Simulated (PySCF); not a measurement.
## Radial density of Ir (iridium, neutral)

B3LYP, [Xe] 4f14 5d8 6s1, high-spin 4F determinant (an excited configuration). Calculation: PySCF 2.14, in ANO-RCC-VTZP (8s7p5d3f1g, 84 functions); scalar relativity by spin-free X2C-1e.

```
r (bohr)  4πr²ρ (e/bohr)  4πr²(ρα − ρβ)
  0.0192           94.99        -0.0011
  0.0322           108.8         0.0053
  0.0542           143.3         0.0400
  0.0912           110.7         0.1107
   0.153           132.0         0.0627
   0.258           71.51         0.0714
   0.434           81.27         0.1777
   0.730           28.08         0.2657
    1.23           13.88         1.3598
    2.07           3.894         1.1302
    3.48          0.7420         0.3679
    5.85         0.04480         0.0280
    9.83       0.0002359         0.0002
```

Densities and radii are taken from the X2C orbitals without a picture-change correction, which distorts them close to the nucleus.

Spin-orbit coupling, absent here, splits the open shell strongly.
